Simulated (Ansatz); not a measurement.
Geometry optimisation, Ansatz 0.2.0, RKS PBE-D4/def2-SVP.

input.yaml

```yaml
crystal:
  periodic: [false, false, false]
  atoms:
    - { symbol: C, position_ang: [-0.1805, -0.2405, -0.7024] }
    - { symbol: Al, position_ang: [-0.0312, 0.3672, 1.1379] }
    - { symbol: Se, position_ang: [0.4402, -1.801, 0.0887] }
    - { symbol: H, position_ang: [0.36218, -3.24247, -0.41823] }
    - { symbol: H, position_ang: [0.4765, 0.2683, -1.4487] }
    - { symbol: H, position_ang: [0.539, 1.6423, 1.9441] }
basis:
  gaussian: { orbitals: def2-SVP }
hamiltonian:
  xc: pbe
  dispersion: d4
relax:
  f_tol: 0.02
  max_steps: 50
```

Run as:

```bash
$ ansatz run input.yaml --threads 1 --pin off --max-ram 2048MiB --backend cpu --events-out ev --progress --plain --runs-dir out
```

Where does it end, and by what steps?

It converged. After 10 steps the energy has fallen by 2.140 eV; H4 moved furthest, 0.90 Å.

| step | energy less start (eV) | largest force component (eV/Å) | accepted |
| --- | --- | --- | --- |
| 0 | 0.0000 | 2.673 | yes |
| 1 | -0.8132 | 1.642 | yes |
| 2 | -1.2899 | 1.034 | yes |
| 3 | -1.6409 | 0.681 | yes |
| 4 | -1.9232 | 0.538 | yes |
| 5 | -2.0868 | 0.341 | yes |
| 6 | -2.0962 | 1.197 | yes |
| 7 | -2.1323 | 0.203 | yes |
| 8 | -2.1384 | 0.063 | yes |
| 9 | -2.1394 | 0.055 | yes |
| 10 | -2.1399 | 0.012 | yes |

```xyz
6
Properties=species:S:1:pos:R:3
C 0.234 -0.085 -0.808
Al 0.214 0.444 0.908
Se 1.041 -1.717 -0.060
H -0.117 -2.700 0.110
H 0.108 -0.034 -1.897
H 0.127 1.086 2.348
```

Time of the run: 28 s on 1 thread of Arm Neoverse V1, with other jobs on the host, peak memory 0.14 GiB.
